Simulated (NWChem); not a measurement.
Species: AlH₂OF; SMILES [OH][AlH][F]

```xyz
5

Al    -0.4527    -0.0177     0.0000
H     -2.0177    -0.0367     0.0000
F      0.4033    -1.4445     0.0000
O      0.3696     1.4583     0.0000
H      1.3169     1.6016     0.0000
```
Atoms are numbered in this order, from 1.

Coordinates come from a PBE0/def2-SVP optimisation.

Symmetry labels are those of Cs in the frame above (b1 and b2, or b-type labels, depend on it).

Question: List the 4 lowest vertical singlet excitations from B3LYP/def2-SVPD, TDA (NWChem).

Answer: 
```
state  energy (eV)  oscillator strength  symmetry  leading excitation (squared amplitude)
-----  -----------  -------------------  --------  --------------------------------------
S1            7.41                0.025        a"                      HOMO → LUMO (0.91)
S2            7.61                0.008        a'                    HOMO → LUMO+1 (0.39)
S3            7.62                0.023        a"                  HOMO−1 → LUMO+1 (0.67)
S4            8.07                0.163        a"                  HOMO−2 → LUMO+1 (0.68)
```
